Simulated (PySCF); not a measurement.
TDDFT excited states: C6H7NS2Si

C₆H₇NS₂Si.
Atom-mapped SMILES: `[SiH3:1][NH:2][c:3]1[cH:4][c:5]2[s:6][cH:7][cH:8][c:9]2[s:10]1` (hydrogens: H11, H12, H13 on Si1; H14 on N2; H15 on C4; H16 on C7; H17 on C8)

Method used: TDDFT B3LYP/def2-SVPD, vertical, gas phase, core orbitals frozen in the response (PySCF 2.14.0, density-fitted response routines). Geometry: PBE0-D3(BJ)/def2-SVP, one conformer, isolated molecule. Torsions of this conformer, `[SiH3:1][NH:2][c:3]1[cH:4][c:5]2[s:6][cH:7][cH:8][c:9]2[s:10]1`: Si1–N2–C3–C4 -179°.

Task: Predict the UV-vis stick spectrum at this level.

Result: 

```json
{"state": "S1", "λ (nm)": "313.7", "E (eV)": "3.95", "f": "0.0006", "symmetry": "–", "main configurations (H = HOMO, L = LUMO)": "H→L+1 (98%)"}
{"state": "S2", "λ (nm)": "286.8", "E (eV)": "4.32", "f": "0.388", "symmetry": "A′", "main configurations (H = HOMO, L = LUMO)": "H→L (97%)"}
{"state": "S3", "λ (nm)": "274.5", "E (eV)": "4.52", "f": "0.0001", "symmetry": "–", "main configurations (H = HOMO, L = LUMO)": "H→L+2 (96%)"}
{"state": "S4", "λ (nm)": "260.6", "E (eV)": "4.76", "f": "0.0002", "symmetry": "–", "main configurations (H = HOMO, L = LUMO)": "H→L+3 (96%)"}
{"state": "S5", "λ (nm)": "251.7", "E (eV)": "4.93", "f": "0.0001", "symmetry": "–", "main configurations (H = HOMO, L = LUMO)": "H-1→L+1 (91%)"}
{"state": "S6", "λ (nm)": "245.6", "E (eV)": "5.05", "f": "0.0097", "symmetry": "A′", "main configurations (H = HOMO, L = LUMO)": "H→L+4 (89%)"}
{"state": "S7", "λ (nm)": "245.1", "E (eV)": "5.06", "f": "0.061", "symmetry": "A′", "main configurations (H = HOMO, L = LUMO)": "H-1→L (80%), H→L+9 (8%)"}
{"state": "S8", "λ (nm)": "239.6", "E (eV)": "5.17", "f": "0.0000", "symmetry": "–", "main configurations (H = HOMO, L = LUMO)": "H→L+5 (71%), H→L+6 (21%)"}
{"state": "S9", "λ (nm)": "232.9", "E (eV)": "5.32", "f": "0.0020", "symmetry": "A″", "main configurations (H = HOMO, L = LUMO)": "H→L+6 (57%), H→L+5 (25%), H→L+8 (14%)"}
{"state": "S10", "λ (nm)": "227.3", "E (eV)": "5.45", "f": "0.0040", "symmetry": "A″", "main configurations (H = HOMO, L = LUMO)": "H→L+7 (58%), H→L+8 (23%), H→L+6 (15%)"}
```

Triplets (Tamm–Dancoff): T1 3.01 eV, H→L (95%); T2 3.82 eV, H→L+1 (96%); T3 4.10 eV, H→L+4 (76%), H-2→L (9%); T4 4.21 eV, H-1→L (88%).

The lowest singlet lies at 3.95 eV (314 nm, ultraviolet) and is very weak; its leading configuration is HOMO→LUMO+1 (98%). The strongest level in the table is S2 at 4.32 eV (287 nm, f = 0.388). Löwdin shares by element: HOMO carbon 44% or more, nitrogen 16% (atoms not listed hold the other 40%); LUMO carbon 43% or more, sulfur 14% or more (atoms not listed hold the other 43%). Orbital energies (eV): HOMO-3 -8.26, HOMO-2 -7.57, HOMO-1 -6.34, HOMO -5.35, LUMO -0.69, LUMO+1 -0.50, LUMO+2 -0.01. Weighted by f, the mean energy of these states is 4.45 eV. The oscillator strengths of these states sum to 0.465; summed over the whole spectrum of an exact calculation they would give the number of electrons, 96 (Thomas–Reiche–Kuhn). No computed singlet lies in the visible range (380 to 750 nm); the lowest, at 314 nm, stands 0.69 eV above its violet end (3.26 eV); a Tamm–Dancoff triplet lies at 412 nm, without intensity as long as spin–orbit coupling is left out. The vertical ionisation energy (ΔSCF) is 7.07 eV, 1.61 eV above S10. Symmetry labels in Cs follow from the direction of the transition dipole and are given only for states with f of 0.002 or more. Singlets were solved by full linear response, triplets in the Tamm–Dancoff approximation.
